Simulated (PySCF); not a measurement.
A structure optimised at B3LYP-D3(BJ)/def2-SVP, used in a PySCF frequency run:

```xyz
11

C     -1.6430    -0.6862     0.6965
Si    -0.5341     0.5591    -0.1052
F     -1.1858     1.0644    -1.5011
O      0.9247    -0.1708    -0.6366
C      1.7916    -0.6833     0.2393
O      1.6231    -0.7067     1.4310
H     -1.1746    -1.0546     1.6219
H     -2.6204    -0.2426     0.9439
H     -1.8100    -1.5409     0.0218
H     -0.2093     1.7554     0.6998
H      2.6896    -1.0867    -0.2744
```
Charge 0, spin multiplicity 1.

Problem. Write its SMILES and formula.

Solution. C[Si@H](F)OC=O, C₂H₅FO₂Si

Problem. What are its rotational constants (standard atomic weights)?

Solution. 5.1067, 2.0330, 1.6066 GHz
